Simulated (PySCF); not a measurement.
A structure optimised at ωB97X-D3(BJ)/def2-SVP, used in a PySCF frequency run:

```
S
C 1 1.8286
H 2 1.0977 1 106.40
H 2 1.0984 3 109.13 1 -119.73
H 2 1.0984 3 109.30 4 -120.73
Si 1 2.0857 2 97.36 3 179.97
F 6 1.6041 1 108.69 2 -177.92
F 6 1.6093 7 107.87 1 121.59
Cl 6 2.0353 7 109.34 8 114.93
```
Charge 0, spin multiplicity 1.

Write its SMILES and formula.

CS[Si](F)(F)Cl, CH3ClF2SSi

What are its rotational constants (standard atomic weights)?

2.2058, 1.5272, 1.2526 GHz
